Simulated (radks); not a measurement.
Task: All-electron atom: Os V in [Xe] 4f14 5d4 (the NIST ground configuration). Method: scalar-relativistic Kohn-Sham, Wu-Cohen GGA, spin-unpolarised, spherical densities, finite nucleus; Fermi nuclear charge, rms radius 5.4126 fm; computed with a radial shooting solver on a logarithmic mesh with Libxc functionals. Some entries of the table are withheld. Estimate them.

| orbital | occ. | eigenvalue (eV) | r(max) (bohr) | <1/r> (bohr^-1) |
|---|---|---|---|---|
| 1s | 2 | -73886.09 | 0.01103 | 90.41 |
| 2s | 2 | -12907.05 | 0.06341 | 21.17 |
| 2p | 6 | (1) | 0.05219 | 19.05 |
| 3s | 2 | -3038.979 | 0.1788 | 7.844 |
| 3p | 6 | -2552.007 | 0.1774 | (2) |
| 3d | 10 | -2006.650 | 0.1444 | 6.804 |
| 4s | 2 | -677.5067 | (3) | 3.345 |
| 4p | 6 | -517.6930 | 0.4251 | 3.033 |
| 4d | 10 | -318.9525 | 0.4345 | (4) |
| 5s | 2 | -137.0701 | 0.9117 | 1.344 |
| 4f | 14 | (5) | 0.4053 | 2.244 |
| 5p | 6 | -95.7991 | 1.025 | 1.147 |
| 5d | 4 | -48.2037 | 1.296 | 0.8383 |

Result: 
(1) 2p eigenvalue (eV): -11249.51
(2) 3p <1/r> (bohr^-1): 7.211
(3) 4s r(max) (bohr): 0.4048
(4) 4d <1/r> (bohr^-1): 2.707
(5) 4f eigenvalue (eV): -98.0841
